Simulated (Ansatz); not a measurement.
Reaction (redistribution): `[SiH3][CH2][ZnH]` + `C#CBO` → `C#[C][ZnH]` + `OBC[SiH3]`

Program: Ansatz. Geometries: PBE0-D4/def2-TZVP. ΔE: electronic, gas phase. CCSD(T)/CBS is the MP2 limit (def2-TZVPP, def2-QZVPP) plus CCSD(T) − MP2 in def2-TZVPP, frozen cores. DFT in def2-TZVPP. For Zn outer-core shells are correlated without core-valence functions, which leaves a few kJ/mol of doubt a bond. Scalar relativity is left out up to krypton. Each species was taken in one conformer, which may not be the lowest.

`[SiH3][CH2][ZnH]`:

Cartesian coordinates in Å:
```
Si 0.278 1.096 -0.541
C -0.727 -0.234 0.280
Zn 0.300 -1.829 0.714
H 1.401 1.525 0.341
H -0.515 2.315 -0.875
H 0.878 0.594 -1.810
H -1.555 -0.527 -0.375
H -1.166 0.155 1.205
H 1.106 -3.095 1.061
```

`C#CBO`:

```xyz
7

C    -0.920   -0.406   -1.515
C    -0.281    0.034   -0.590
B     0.529    0.601    0.576
O     0.785   -0.135    1.678
H    -1.483   -0.788   -2.334
H     0.962    1.713    0.548
H     0.409   -1.020    1.637
```

`C#[C][ZnH]`:

Cartesian coordinates in Å:
```
C -0.176 0.114 -1.557
C -0.043 0.028 -0.357
Zn 0.169 -0.110 1.508
H -0.292 0.190 -2.615
H 0.342 -0.223 3.022
```

`OBC[SiH3]`:

Cartesian coordinates in Å:
```
O -1.001 1.696 -0.995
B -0.404 1.218 0.128
C 0.790 0.237 -0.016
Si 0.217 -1.546 0.138
H -1.749 2.267 -0.809
H -0.838 1.537 1.206
H 1.524 0.385 0.784
H 1.289 0.335 -0.985
H 1.377 -2.474 0.063
H -0.470 -1.766 1.440
H -0.733 -1.888 -0.953
```

```
           species  revPBE-D4 energy (Eh)
`[SiH3][CH2][ZnH]`            -2110.43327
           `C#CBO`             -178.10566
      `C#[C][ZnH]`            -1856.62894
       `OBC[SiH3]`             -431.91521
```

Task: Work out ΔE.

Result: ΔE = (-1856.62894) + (-431.91521) − (-2110.43327) − (-178.10566) = -0.00522 Eh = -3.3 kcal/mol. CCSD(T)/CBS gives -4.5 kcal/mol.

Largest T1 diagnostic among the species: 0.016.

At CCSD(T), def2-SVP lies −1.0 kcal/mol from the extrapolated value and def2-TZVPP −1.4 kcal/mol. From BLYP to BHLYP (50 % exact exchange), in def2-TZVPP and without D4, ΔE moves by −2.3 kcal/mol.
